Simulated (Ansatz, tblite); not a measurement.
Forces on Si₅Te₃ at its PBE-D4/def2-SVP geometry. Charge 0, multiplicity 1.

In the def2 sets Te takes a core potential; there is no spin–orbit coupling. The xTB rows come from tblite. The restricted singlet is unstable towards broken spin symmetry in Hartree–Fock (as tested in another run); at PBE-D4/def2-TZVP this wasn't settled. Another isomer (singlet) lies 0.74 eV lower at PBE0-D4/def2-TZVP; other spin states weren't run for this one.

GFN1-xTB (tblite), largest force 1.00 eV/Å:

```xyz
8
positions Å, forces eV/Å
Si   -0.344   -0.392   -0.837    0.495    0.102    0.099
Si    0.031    1.907   -1.288   -0.368   -0.256    0.777
Si   -1.601    1.961    0.550    0.470   -0.552   -0.376
Si    1.970   -1.245   -0.357   -0.560   -0.302    0.085
Si    0.583   -0.770    1.568   -0.180    0.649   -0.733
Te    0.402   -2.542   -1.946    0.136    0.350    0.159
Te    1.007    1.902    1.250   -0.503   -0.526   -0.175
Te   -2.048   -0.820    1.060    0.509    0.535    0.164
```

GFN2-xTB (tblite), largest force 1.10 eV/Å:

```
Si -0.880 0.078 -0.658
Si -0.414 -0.303 0.446
Si 0.299 0.233 -0.076
Si -0.044 -0.536 0.435
Si 0.377 0.371 -0.115
Te 0.214 0.348 0.254
Te -0.239 -0.305 0.071
Te 0.687 0.115 -0.356
```

PBE-D4/def2-TZVP (Ansatz), largest force 0.31 eV/Å:

```
Si 0.065 0.014 0.157
Si -0.036 -0.089 0.223
Si 0.209 -0.145 -0.070
Si -0.198 0.021 -0.004
Si -0.078 0.118 -0.193
Te 0.037 0.139 0.110
Te -0.197 -0.169 -0.163
Te 0.197 0.112 -0.059
```
